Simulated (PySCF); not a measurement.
## M06-L on Tc⁺ (technetium, charge +1)

Configuration: [Kr] 4d5 5s1, high-spin 7S determinant. All numbers are calculated (PySCF 2.14, the spin-free X2C one-electron Hamiltonian (Gaussian nucleus), in x2c-SVPall).

| Property | Result |
| --- | --- |
| Total energy | -4284.48 hartree |
| One-electron energy | -5894.08 hartree |
| Hartree (Coulomb) energy | 1739.11 hartree |
| Exchange-correlation energy | -129.52 hartree |
| ⟨S²⟩ | 12.0001 |
| ⟨L²⟩ | 0.000 |
| Sum of ⟨r⟩ | 28.90 bohr |
| Sum of ⟨r²⟩ | 42.46 bohr² |
| Langevin diamagnetic susceptibility | -33.6 ×10⁻⁶ cm³/mol |
| Time after the integrals | 2.2 s of wall time on 1 thread of Neoverse-V1 (shared host) |

```csv
shell,electrons,mean orbital energy (eV),"rms radius, mean of both spins (bohr)"
1s α,1,-20876.1,0.0394
1s β,1,-20876.0,0.0394
2s α,1,-2999.1,0.162
2s β,1,-2998.3,0.162
2p α,3,-2681.6,0.144
2p β,3,-2681.0,0.144
3s α,1,-535.44,0.442
3s β,1,-535.05,0.442
3p α,3,-429.63,0.448
3p β,3,-429.18,0.448
3d α,5,-259.56,0.437
3d β,5,-258.81,0.437
4s α,1,-84.794,1.13
4s β,1,-80.017,1.13
4p α,3,-56.085,1.26
4p β,3,-51.086,1.26
4d α,5,-15.712,1.80
5s α,1,-11.806,3.25
```

Densities and radii are taken from the X2C orbitals without a picture-change correction, which distorts them close to the nucleus.
